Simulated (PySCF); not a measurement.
Gas-phase reaction: Zn(OH)₂ + 2 HF + O₂ = ZnF₂ + 4 OH. Level: ωB97M-V/def2-TZVP†; standard pressure 1 bar.

Energies from PySCF, thermal terms from the rigid-rotor harmonic-oscillator model, ideal gas at 1 bar. † marks an energy on the PBE0/def2-TZVP geometry and frequencies. Open shells (unrestricted): O₂ (multiplicity 3), OH (multiplicity 2, electronic degeneracy 4); the rest are closed-shell singlets. Spin-orbit splitting is ignored; it lowers the true energy and changes the entropy of OH. Zn: all electrons, no relativistic terms. No R ln 2 is added for the mirror-image form of Zn(OH)₂. Zn(OH)₂: computed as isolated molecules; such fragments, hydroxides, amides, oligomers or adducts are transient or little studied in the gas. The harmonic model lacks anharmonicity and excited electronic states, which grow with temperature; levels with a mode under 35 cm⁻¹ are left out.

```
T (K)  1000/T (1/K)  log10 K
-----  ------------  -------
600          1.6667   -41.79
800          1.2500   -29.31
1000         1.0000   -21.82
1200         0.8333   -16.83
1400         0.7143        ?
1600         0.6250   -10.61
```

**Question.** Fit log10 K = a + b·(1000/T) to the five rows, get the mean ΔH° and ΔS°, and predict log10 K at 1400 K.

**Answer.** Means: 1000/T = 1.0750, log10 K = -24.072. Sums of products about the means: Sxy = -19.37758, Sxx = 0.647278, so b = Sxy/Sxx = -29.94 and a = -24.072 − (-29.94)×1.0750 = 8.11.
ΔH° = −R ln 10 × 1000 K × b = −19.145 × (-29.94) = 573 kJ; ΔS° = R ln 10 × a = 155 J/K. The run's own values go from 573 kJ and 156 J/K at 600 K to 571 kJ and 154 J/K at 1600 K.
Prediction at 1400 K: 8.11 + (-29.94)×0.7143 = -13.28. The computed value is -13.27, 0.01 from the line.
For scale, ΔH°(298 K) is 572 kJ at this level, 573 kJ at ωB97X-V/def2-TZVP†, and runs from 149 to 820 kJ over the 19 levels computed.
